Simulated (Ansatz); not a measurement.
This geometry of a periodic cell of 13 atoms, LiMg12 (host Mg, host structure hcp, interstitial Li) is a first-order saddle point.

These are results of Ansatz 0.2.0, DFT PBE, scalar-relativistic, plane waves, PAW, not measurements. Settings: cutoff 420 eV, k mesh 4x3x4, gaussian smearing 0.05 eV, no spin polarisation.

```xyz
13
Lattice="6.4200 0.0000 0.0000 -4.8150 8.3398 0.0000 0.0000 0.0000 5.2130" Properties=species:S:1:pos:R:3
Mg -0.069 -0.406 0.004
Mg -0.241 1.710 2.597
Mg -1.452 2.799 -0.005
Mg -1.642 4.613 2.607
Mg -2.538 6.158 0.008
Mg -3.217 7.625 2.614
Mg 3.529 0.287 -0.001
Mg 3.102 2.014 2.600
Mg 1.286 2.054 -0.014
Mg 1.641 4.728 2.604
Mg 0.226 5.291 -0.002
Mg -0.154 7.296 2.607
Li 2.723 4.012 -0.003
```

Question: Which two structures does it join? (They come from a converged band through this point; their orientation in space is the band's.)

Answer: The atom that moves furthest is Li13, by 2.00 Å; four of its nearest neighbours are Mg9 2.50, Mg10 2.59, Mg5 2.59, Mg8 2.68 Å at the first end and Mg9 2.49, Mg5 2.57, Mg10 2.60, Mg8 2.69 Å at the last.

Image 0:

```xyz
13
Lattice="6.4200 0.0000 0.0000 -4.8150 8.3398 0.0000 0.0000 0.0000 5.2130" Properties=species:S:1:pos:R:3
Mg -0.063 -0.262 0.047
Mg 0.047 2.000 2.155
Mg -1.595 2.790 -0.178
Mg -1.611 4.665 2.687
Mg -2.789 5.896 0.058
Mg -3.207 7.601 2.675
Mg 3.356 0.103 0.097
Mg 3.395 1.799 2.571
Mg 1.360 2.189 -0.566
Mg 1.670 4.864 3.202
Mg 0.172 5.355 0.386
Mg -0.053 7.384 2.736
Li 2.489 3.772 1.004
```

Image 8:

```xyz
13
Lattice="6.4200 0.0000 0.0000 -4.8150 8.3398 0.0000 0.0000 0.0000 5.2130" Properties=species:S:1:pos:R:3
Mg -0.056 -0.263 -0.032
Mg 0.035 1.979 3.023
Mg -1.585 2.793 0.167
Mg -1.610 4.662 2.526
Mg -2.759 5.909 -0.035
Mg -3.208 7.584 2.557
Mg 3.362 0.119 -0.095
Mg 3.363 1.812 2.631
Mg 1.355 2.206 0.524
Mg 1.668 4.857 2.004
Mg 0.187 5.352 -0.403
Mg -0.060 7.389 2.482
Li 2.523 3.807 -0.992
```

Question: How far does it lie above each of them?

Answer: 0.221 eV above the first and 0.221 eV above the second. This is the barrier of this one path; another mechanism may lie lower. Limits of this set-up: coarse k mesh, a small cell, in which the defect meets its images, a typed lattice constant that wasn't relaxed here.

Time of the run: 7.4 min on 4 threads of Intel(R) Xeon(R) Platinum 8488C (Sapphire Rapids), with other jobs on the host, peak memory 3.6 GiB.
